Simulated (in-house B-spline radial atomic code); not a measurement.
P⁴⁺: [He] 2s1 2p6 3s2 (an excited or competing configuration)

Method: Dirac-Hartree-Fock, average of configuration, Fermi nucleus of rms radius 3.1889 fm. Calculated with a radial B-spline atomic code at the basis-set limit.

Effective charges: Z_r = [3n² - l(l+1)]/(2<r>) from the radius, Z_e = n√(-2ε) from the energy, and Slater's rules. Values are occupation-weighted means over j.

```tsv
shell	electrons	ε (eV)	<r> (bohr)	Z_r	Z_e	Slater
1s	2	-2271.2	0.1034	14.50	12.92	14.70
2s	1	-285.14	0.5075	11.82	9.16	11.20
2p	6	-222.62	0.4654	10.74	8.09	11.20
3s	2	-68.071	1.54	8.76	6.71	6.70
```

The least bound orbital is 3s1/2 at -68.07 eV, and it is also the most diffuse (<r> = 1.54 bohr). The part-filled 2s shell lies below the filled 3s shell in orbital energy.

Spin-orbit splittings of the orbital energies (j = l + 1/2 above j = l - 1/2 when positive): 2p 1.025 eV.

For the 1s electron the small component carries 0.284 % of the norm, the zero-frequency Breit interaction raises the level by 1.392 eV, self-energy by 0.6106 eV, and vacuum polarisation lowers it by 0.03915 eV.
